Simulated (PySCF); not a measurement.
## Polarisability and C₆ of O⁻ (oxygen, charge -1)

[He] 2s2 2p5, 2P determinant. Computed with PySCF 2.14 in x2c-QZVPPall with one added diffuse shell each of s, p, d, f type (8s5p4d3f1g, 73 functions), with the spin-free X2C one-electron Hamiltonian (Gaussian nucleus). Coupled (time-dependent) response in atomic units; α is the mean over directions.

| method | mean α (bohr³) | α xx, yy, zz | C₆ (like pair) | S(−4) |
| --- | --- | --- | --- | --- |
| UHF | 13.92 | 9.982, 15.89, 15.89 | 65.67 | 123.9 |
| wB97M-V | 18.16 | 12.74, 20.88, 20.88 | 93.78 | 226.2 |

S(−4) is the Cauchy moment in α(ω) = α(0) + S(−4) ω² + …

α(iu) at UHF:

```tsv
u (hartree)	α(iu) (bohr³)
0	13.92
0.0500	13.62
0.100	12.86
0.200	10.86
0.300	9.021
0.500	6.324
0.750	4.249
1.00	3.015
1.50	1.736
2.00	1.129
3.00	0.5898
5.00	0.2458
```

A single London oscillator, α(iu) = α/(1 + u²/ω²), gives C₆ = (3/4) ω α². Matching the computed C₆ needs ω = 4 × 65.67 / (3 × 13.92²) = 0.452 hartree.

For an ion, C₆ is the dispersion term alone; charge-induced terms of lower order in 1/R come first.

The components differ because the open shell of this determinant is not spherical; for a pure term their mean is the scalar polarisability.
